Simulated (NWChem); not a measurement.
Program: NWChem. System: Au$_{2}$, charge 0, spin multiplicity 1, displaced from the optimised geometry. The structure started from a generated list of species. Level: B3LYP/def2-TZVP with def2 effective core potentials on Au, VWN1-RPA local correlation.

Output (cleaned and shortened):

```
             Northwest Computational Chemistry Package (NWChem) 7.3.0
             --------------------------------------------------------

                                NWChem Input Module
                                -------------------

 Scaling coordinates for geometry "geometry" by  1.889725989
 (inverse scale =  0.529177249)

 Turning off AUTOSYM since
 SYMMETRY directive was detected!

                             Geometry "geometry" -> ""
                             -------------------------

 Output coordinates in angstroms (scale by  1.889725989 to convert to a.u.)

  No.       Tag          Charge          X              Y              Z
 ---- ---------------- ---------- -------------- -------------- --------------
    1 Au                  79.0000     0.00000000     0.00000000     1.29866400
    2 Au                  79.0000     0.00000000     0.00000000    -1.29866400

 Effective nuclear repulsion energy (a.u.)    1271.5356747423

            Nuclear Dipole moment (a.u.)
            ----------------------------
        X                 Y               Z
 ---------------- ---------------- ----------------
     0.0000000000     0.0000000000     0.0000000000

      Symmetry information
      --------------------

 Group name             D2h
 Group number             26
 Group order               8
 No. of unique centers     1

      Symmetry unique atoms

     1


 Summary of "ao basis" -> "" (spherical)
 ------------------------------------------------------------------------------
       Tag                 Description            Shells   Functions and Types
 ---------------- ------------------------------  ------  ---------------------
 *                         def2-tzvp                  on all atoms

                                 NWChem DFT Module
                                 -----------------

 Summary of "ao basis" -> "ao basis" (spherical)
 ------------------------------------------------------------------------------
       Tag                 Description            Shells   Functions and Types
 ---------------- ------------------------------  ------  ---------------------
 Au                        def2-tzvp                14       40   6s4p3d1f

 Summary of "ao basis" -> "ao basis" (spherical)
 ------------------------------------------------------------------------------
       Tag                 Description            Shells   Functions and Types
 ---------------- ------------------------------  ------  ---------------------
[...]
     L   x y z        total         alpha         beta         nuclear
     -   - - -        -----         -----         ----         -------
     0   0 0 0     -0.000000    -19.000000    -19.000000     38.000000

     1   1 0 0     -0.000000     -0.000000     -0.000000      0.000000
     1   0 1 0     -0.000000     -0.000000     -0.000000      0.000000
     1   0 0 1      0.000000      0.000000      0.000000      0.000000

     2   2 0 0    -34.822800    -17.411400    -17.411400      0.000000
     2   1 1 0     -0.000000     -0.000000     -0.000000      0.000000
     2   1 0 1      0.000000      0.000000      0.000000      0.000000
     2   0 2 0    -34.822800    -17.411400    -17.411400      0.000000
     2   0 1 1      0.000000      0.000000      0.000000      0.000000
     2   0 0 2    -28.811398   -128.837011   -128.837011    228.862623

            General Information
            -------------------
          SCF calculation type: DFT
          Wavefunction type:  closed shell.
          No. of atoms     :     2
          No. of electrons :    38
           Alpha electrons :    19
            Beta electrons :    19
          Charge           :     0
          Spin multiplicity:     1
          Use of symmetry is: on ; symmetry adaption is: on
          Maximum number of iterations: 100
          AO basis - number of functions:    80
                     number of shells:    28
          Convergence on energy requested:  1.00D-06
          Convergence on density requested:  1.00D-05
          Convergence on gradient requested:  5.00D-04

              XC Information
              --------------
                         B3LYP Method XC Potential
                     Hartree-Fock (Exact) Exchange  0.200
                        Slater Exchange Functional  0.800 local
                    Becke 1988 Exchange Functional  0.720 non-local
              Lee-Yang-Parr Correlation Functional  0.810
                  VWN I RPA Correlation Functional  0.190 local

             Grid Information
             ----------------
          Grid used for XC integration:  xcoarse
          Radial quadrature: Mura-Knowles
          Angular quadrature: Lebedev.
          Tag              B.-S. Rad. Rad. Pts. Rad. Cut. Ang. Pts.
          ---              ---------- --------- --------- ---------
          Au                  1.35       84          11.0       194
          Grid pruning is: on
          Number of quadrature shells:    84
          Spatial weights used:  Erf1

          Convergence Information
          -----------------------
          Convergence aids based upon iterative change in
          total energy or number of iterations.
          Levelshifting, if invoked, occurs when the
          HOMO/LUMO gap drops below (HL_TOL):  1.00D-02
          DIIS, if invoked, will attempt to extrapolate
          using up to (NFOCK): 10 stored Fock matrices.

                    Damping( 0%)  Levelshifting(0.5)       DIIS
                  --------------- ------------------- ---------------
          dE  on:    start            ASAP                start
          dE off:    2 iters        100 iters           100 iters

      Screening Tolerance Information
      -------------------------------
          Density screening/tol_rho:  1.00D-10
          AO Gaussian exp screening on grid/accAOfunc:  14
          CD Gaussian exp screening on grid/accCDfunc:  20
          XC Gaussian exp screening on grid/accXCfunc:  20
          Schwarz screening/accCoul:  1.00D-08

                            NWChem DFT Gradient Module
                            --------------------------

  charge          =   0.00
  wavefunction    = closed shell

  Using symmetry

                         DFT ENERGY GRADIENTS

    atom               coordinates                        gradient
                 x          y          z           x          y          z
   1 Au      0.000000   0.000000   2.454119    0.000000   0.000000   0.007637
   2 Au      0.000000   0.000000  -2.454119    0.000000   0.000000  -0.007637

                 ----------------------------------------
                 |  Time  |  1-e(secs)   |  2-e(secs)   |
                 ----------------------------------------
                 |  CPU   |       0.04   |       1.65   |
                 ----------------------------------------
                 |  WALL  |       0.04   |       1.65   |
                 ----------------------------------------

 Task  times  cpu:        3.1s     wall:        3.1s

 Total times  cpu:        3.1s     wall:        3.1s
```

Q: Write an NWChem input that would produce this output.

A: This is not unique; one that fits is 
```
start mol
memory heap 200 mb stack 900 mb global 1100 mb
geometry units angstroms nocenter noautoz
  Au     0.000000     0.000000     1.298664
  Au     0.000000     0.000000    -1.298664
  symmetry group D2h
end
basis spherical
  * library def2-tzvp
end
ecp
  Au library def2-ecp
end
dft
  xc b3lyp
  semidirect memsize 60000000 filesize 0
  iterations 100
  grid xcoarse
end
task dft gradient
```
